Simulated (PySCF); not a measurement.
C8H8O.
SMILES with atom numbers: `[CH2:1]=[C:2]1[CH:3]=[CH:4][C:5]([C:6]([CH3:7])=[O:8])=[CH:9]1` (hydrogens: H10, H11 on C1; H12 on C3; H13 on C4; H14, H15, H16 on C7; H17 on C9)

Method: PBE0-D3(BJ)/def2-SVP geometry optimisation, gas phase in PySCF 2.14.0; density fitting, grid level 2; the optimiser is geomeTRIC in internal coordinates, started from a GFN2-xTB structure.

Step 0: E = -10452.5214 eV
```
atom  x, y, z in Å  |  force x, y, z in eV/Å
C1      3.1669    0.0771    0.4563    0.024  -0.016   0.015
C2      1.8656    0.1632    0.1651   -0.493   0.048  -0.121
C3      1.2193    1.0971   -0.7569    0.384   0.033   0.034
C4     -0.0994    0.8496   -0.7589   -0.124  -0.179   0.137
C5     -0.3803   -0.2577    0.1611    0.219  -0.019   0.060
C6     -1.6937   -0.8454    0.4589   -0.368  -0.101   0.018
C7     -2.8673   -0.2354   -0.2692    0.190  -0.373   0.360
O8     -1.8234   -1.7631    1.2409    0.021  -0.012   0.017
C9      0.7945   -0.6613    0.7081    0.050   0.039  -0.026
H10     3.8921    0.7335    0.0041    0.364   0.379  -0.272
H11     3.5389   -0.6537    1.1551    0.168  -0.416   0.393
H12     1.7496    1.8426   -1.3191    0.250   0.447  -0.350
H13    -0.8468    1.3665   -1.3316   -0.373   0.325  -0.349
H14    -2.9411    0.8225   -0.0258   -0.050   0.464   0.014
H15    -3.7842   -0.7402    0.0233   -0.286  -0.180   0.111
H16    -2.7256   -0.3327   -1.3437    0.032   0.044  -0.458
H17     0.9279   -1.4507    1.4226   -0.011  -0.484   0.416
```

Task: Estimate the geometry and energy of step 1. (The exact step hangs on the optimiser's Hessian estimate; all steps are aligned on step 0, rigid shifts and turns removed.)

Result: E = -10452.5769 eV, largest force 0.095 eV/Å
```
atom  x, y, z in Å  |  force x, y, z in eV/Å
C1      3.1799    0.0680    0.4661    0.068  -0.001   0.013
C2      1.8723    0.1656    0.1639    0.050  -0.008   0.014
C3      1.2469    1.1141   -0.7668    0.006   0.036  -0.030
C4     -0.0833    0.8694   -0.7727   -0.060   0.048  -0.052
C5     -0.3746   -0.2430    0.1502   -0.050  -0.003  -0.006
C6     -1.6992   -0.8391    0.4542    0.072  -0.038   0.048
C7     -2.8938   -0.2573   -0.2549   -0.037   0.063  -0.061
O8     -1.8037   -1.7550    1.2422   -0.024  -0.001  -0.006
C9      0.7945   -0.6612    0.7073    0.002  -0.032   0.031
H10     3.9195    0.7330    0.0092   -0.024  -0.025   0.017
H11     3.5439   -0.6791    1.1780   -0.016   0.023  -0.022
H12     1.7837    1.8718   -1.3387   -0.009  -0.027   0.021
H13    -0.8318    1.4031   -1.3616    0.035  -0.021   0.024
H14    -2.9909    0.8172   -0.0258   -0.003  -0.037  -0.004
H15    -3.8033   -0.7851    0.0563    0.010  -0.007   0.007
H16    -2.7708   -0.3408   -1.3477   -0.010  -0.002   0.036
H17     0.9036   -1.4696    1.4310   -0.012   0.032  -0.030
```

The energy changes by -0.0556 eV. The first-order estimate −F·Δx gives -0.1152 eV and the mean of the old and new forces, exact on a quadratic surface, -0.0558 eV. The step makes an angle of 64° with the force vector and moves no atom by more than 0.059 Å.

The cost below is that of the whole optimisation. The run took 39 s on an AMD EPYC 9R45 with one thread, shared host, and the process peaked at 0.78 GiB of memory.
